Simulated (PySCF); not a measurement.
C4H5NSi, SMILES C#C[SiH](N)C#C.

Coordinates come from a B3LYP-D3(BJ)/def2-SVP optimisation. This is a generated structure with no PubChem entry under its InChIKey; it may be hypothetical. The values are those of a single conformer.

Two levels are set side by side: TDDFT-PBE/def2-SVPD (PySCF) and TDDFT-LC-ωPBE/def2-SVPD (PySCF). Vertical, same geometry. The lowest singlet is HOMO→LUMO 97 % with PBE and HOMO−1→LUMO 34 %, HOMO−3→LUMO+1 9 %, HOMO−4→LUMO+3 8 %, HOMO→LUMO+1 7 % with the other functional; states are paired by order. Differences are taken from unrounded values.

```
quantity                              TDDFT-LC-ωPBE  TDDFT-PBE  TDDFT-PBE minus TDDFT-LC-ωPBE
------------------------------------  -------------  ---------  -----------------------------
lowest singlet excitation (eV)                 5.93       4.88                          -1.04
lowest triplet excitation (TDA) (eV)           4.73       4.49                          -0.24
```

A lower first singlet is the usual sign of a functional without exact exchange. Differences between two approximate levels are no errors against the true value.

Rough cost on one machine, each run with all the roots and properties that it gave: TDDFT-LC-ωPBE against TDDFT-PBE about 7 times.
